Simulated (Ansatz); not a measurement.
Harmonic frequencies (cm⁻¹) at PBE0-D4/def2-TZVP from Ansatz: 57, 206, 257, 406, 590, 731, 846, 886, 976, 1007, 1056, 1091, 1189, 1262, 1275, 1405, 1418, 1439, 1494, 1500, 2588, 3002, 3043, 3047, 3116, 3121, 3851.

Each molecule was computed in one conformer, which needn't be the lowest.

Question: Which molecule is it?
A. `CCBO`
B. `BOCC`
C. `CB(C)O`
D. `CBCO`

Answer: A.
